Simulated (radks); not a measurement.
The numbers below are computed, except where a source is named.
Spherical quantum dot in the effective-mass picture: electrons in a hard-walled sphere of radius 5.68, with a point charge +2 (a donor) at the centre, all in effective atomic units (hartree* = m*/eps^2 hartree, bohr* = eps/m* bohr), one dielectric constant everywhere. Level of theory: non-relativistic Kohn-Sham, LDA (Slater exchange, Perdew-Wang correlation), spin-polarised, spherical densities (a radial shooting solver with Libxc functionals). Levels are named by radial order and angular momentum (1s, 1p, 1d, 2s, ...), and open shells are averaged over m. Each electron was tried in the lowest free levels, single moves between levels near the top were tried too, and the lowest total energy was kept; such a search can miss a lower state. At N = 1 the Hartree and exchange-correlation terms need not cancel, so that row can carry a self-interaction error.

N                         open shells  2S  E (hartree*)  mu = E(N) - E(N-1) (hartree*)  addition energy mu(N+1) - mu(N) (hartree*)  e(HOMO) (hartree*)
1                    1s(up 1, down 0)   1      -1.94176                        -1.9418                                       1.049             -1.5104
2                                none   0      -2.83431                       -0.89255                                       1.139            -0.56966
3                    2s(up 1, down 0)   1      -2.58745                        0.24686                                      0.2387             0.34542
4                                none   0      -2.10188                        0.48557                                      0.2329             0.59066
5   1p(up 2, down 0) 2s(up 1, down 0)   3      -1.38340                        0.71848                                      0.2245             0.82947
6   1p(up 3, down 0) 2s(up 1, down 0)   4     -0.440413                        0.94299                                      0.2628              1.0562
7                    1p(up 3, down 0)   3      0.765348                         1.2058                                      0.2448              1.3093
8                    1p(up 3, down 1)   2       2.21587                         1.4505                                      0.2132              1.5567
9                    1p(up 3, down 2)   1       3.87961                         1.6637                                      0.2149              1.7711
10                               none   0       5.75824                         1.8786                                      0.3698              1.9862
11                   1d(up 1, down 0)   1       8.00669                         2.2485                                      0.2083              2.3525
12                   1d(up 2, down 0)   2       10.4635                         2.4568                                      0.2089              2.5611
13                   1d(up 3, down 0)   3       13.1291                         2.6656                                      0.2091              2.7701
14                   1d(up 4, down 0)   4       16.0038                         2.8747                                      0.2091              2.9793
15                   1d(up 5, down 0)   5       19.0876                         3.0838                                      0.2583              3.1883
16                   1d(up 5, down 1)   4       22.4297                         3.3421                                      0.2048              3.4444
17                   1d(up 5, down 2)   3       25.9766                         3.5469                                      0.2054              3.6495
18                   1d(up 5, down 3)   2       29.7289                         3.7523                                      0.2057              3.8551
19                   1d(up 5, down 4)   1       33.6869                         3.9580                                      0.2059              4.0609
20                               none   0       37.8508                         4.1639                                      0.3902              4.2669
21                   1f(up 1, down 0)   1       42.4049                         4.5541                                      0.2031              4.6556
22                   1f(up 2, down 0)   2       47.1620                         4.7572                                      0.2032              4.8588
23                   1f(up 3, down 0)   3       52.1224                         4.9604                                      0.2033              5.0620
24                   1f(up 4, down 0)   4       57.2861                         5.1637                                      0.2033              5.2654
25                   1f(up 5, down 0)   5       62.6532                         5.3670                                      0.2033              5.4687
26                   1f(up 6, down 0)   6       68.2235                         5.5703                                      0.2033              5.6720
27                   1f(up 7, down 0)   7       73.9971                         5.7736                                      0.2517              5.8752
28                   1f(up 7, down 1)   6       80.0224                         6.0253                                      0.2009              6.1257
29                   1f(up 7, down 2)   5       86.2486                         6.2262                                      0.2011              6.3267
30                   1f(up 7, down 3)   4       92.6759                         6.4273                                           -              6.5279

All shells are closed at N = 2, 4, 10, 20 (there: 1s2 1p6 1d10 2s2); the second difference of the energy has clear peaks (12 % above both neighbours; the first and last values, which can be the largest, are not judged, and half-filled shells can peak too) at N = 10, 15, 20, 27.
